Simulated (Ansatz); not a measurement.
Reaction (ligand exchange at a B–C bond): `CBC[SiH2]C` + H–F → `CBF` + `C[SiH2]C`

Isolated molecules relaxed with PBE0-D4/def2-TZVP in Ansatz; ΔE leaves out vibrations. CBS: MP2 limit from def2 TZ/QZ plus the TZ coupled-cluster correction, frozen cores. This one scheme is used for every species. Functionals use def2-TZVPP. B3LYP here is the variant with VWN-RPA as its local correlation; programs differ in this. One conformer a species, not always the lowest.

`CBC[SiH2]C`:

Cartesian coordinates in Å:
```
C -2.558 -0.004 -0.678
B -1.542 -0.662 0.307
C -0.298 0.068 0.852
Si 1.136 -0.261 -0.336
C 2.693 0.588 0.260
H -2.747 -0.644 -1.547
H -2.287 0.996 -1.025
H -3.528 0.066 -0.167
H -1.721 -1.810 0.624
H 0.050 -0.300 1.822
H -0.399 1.159 0.877
H 1.373 -1.727 -0.446
H 0.779 0.240 -1.693
H 2.981 0.221 1.248
H 3.522 0.401 -0.427
H 2.545 1.668 0.328
```

H–F:

```xyz
2

F     0.131   -0.267    0.351
H    -0.131    0.267   -0.351
```

`CBF`:

Cartesian coordinates in Å:
```
C -0.587 -0.359 -0.007
B 0.737 0.453 0.017
F 1.533 0.476 -1.043
H -0.770 -0.882 -0.947
H -1.431 0.309 0.200
H -0.590 -1.086 0.813
H 1.107 1.088 0.968
```

`C[SiH2]C`:

```xyz
11

C     0.599   -1.395   -0.442
Si   -0.600    0.042   -0.406
C    -0.056    1.358    0.809
H     0.275   -2.159   -1.153
H     0.675   -1.863    0.543
H     1.597   -1.063   -0.736
H    -1.957   -0.451   -0.031
H    -0.705    0.636   -1.770
H     0.006    0.951    1.821
H    -0.761    2.193    0.824
H     0.928    1.752    0.541
```

(1) Is it downhill or uphill in electronic energy at CCSD(T)/CBS, and by how much? (An estimate is asked.)

(2) What do these levels give: PBE0-D4, B3LYP-D4, ωB97X-V, ωB97M-V, PBE0, HF/def2-TZVPP? (Estimate.)

Largest T1 diagnostic among the species: 0.012.

Results:

(1) Computed: Downhill: ΔE = -29.9 kcal/mol.

(2) Computed: PBE0-D4 -29.9, B3LYP-D4 -32.5, ωB97X-V -32.3, ωB97M-V -31.9, PBE0 -31.5, HF/def2-TZVPP -37.5 kcal/mol.

The D4 term adds +2.6 kcal/mol with B3LYP and +1.5 kcal/mol with PBE0; it sums over pairs of atoms, weighted by their polarisabilities, and B3LYP, whose exchange is more repulsive, gets the larger term. In def2-TZVPP, CCSD(T) changes the Hartree–Fock value by +6.6 kcal/mol (the triples alone add +0.8 kcal/mol) and MP2 by +7.6 kcal/mol.
